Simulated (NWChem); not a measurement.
Molecule: GaH$_{2}$OCl; SMILES [OH][GaH][Cl]

```xyz
5

Ga    -0.3650     0.4019     0.0000
H     -1.8671     0.7951     0.0000
Cl     0.2580    -1.6443     0.0000
O      1.0047     1.5296     0.0000
H      0.7583     2.4605     0.0000
```
Atoms are numbered in this order, from 1.

All runs: NWChem. Coordinates come from a PBE0/def2-SVP optimisation.

Task: What does the run give for TPSS/def2-TZVPP? Quantities: highest occupied level (eV); orbital gap (eV); dipole (D).

Result: 
```
Quantity                     Value
---------------------------  -----
highest occupied level (eV)  -7.53
orbital gap (eV)              5.78
dipole (D)                    2.84
```
